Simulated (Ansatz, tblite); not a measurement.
Cost and result up the ladder for (H3Sn)2CH2 (CH8Sn2) (11 atoms). Total charge 0; singlet. Geometry: PBE0-D4/def2-SVP.

```xyz
11

Sn    0.713    1.677    0.197
H     0.145    3.266   -0.115
H     0.938    1.480    1.887
H     2.212    1.441   -0.602
C    -0.706    0.220   -0.515
Sn   -0.303   -1.804    0.103
H     1.356   -2.163   -0.153
H    -1.263   -2.906   -0.799
H    -0.662   -1.969    1.772
H    -0.721    0.258   -1.615
H    -1.710    0.499   -0.159
```

Ansatz on 4 threads of Intel Xeon on a shared host; xTB runs through tblite on one thread. Times are rough, summed over both states, and most runs start from the orbitals of an earlier one. PBE0-D4/def2-TZVP serves as the yardstick here, not as an exact answer. The other state is a doublet.

In the def2 sets Sn takes a core potential; there is no spin–orbit coupling. The xTB rows come from tblite.

Raw xTB energies of ions are shifted by several eV.

```json
{"level": "GFN2-xTB", "functions": "30", "wall time": "0.014 s"}
{"level": "GFN1-xTB", "functions": "38", "wall time": "0.014 s"}
{"level": "PBE-D4/def2-TZVP (with forces)", "functions": "179", "wall time": "6.2 s"}
{"level": "PBE0-D4/def2-TZVP", "functions": "179", "wall time": "9.2 s"}
{"level": "r2SCAN-D4/def2-TZVP", "functions": "179", "wall time": "10 s"}
```

(1) Estimate what each level gives for the vertical IE (eV).

Results:

(1) 
```csv
level,vertical IE (eV),difference from PBE0-D4/def2-TZVP (eV)
GFN2-xTB,14.07,4.35
GFN1-xTB,14.42,4.71
PBE-D4/def2-TZVP (with forces),9.52,-0.19
PBE0-D4/def2-TZVP,9.71,0.00
r2SCAN-D4/def2-TZVP,9.56,-0.15
```
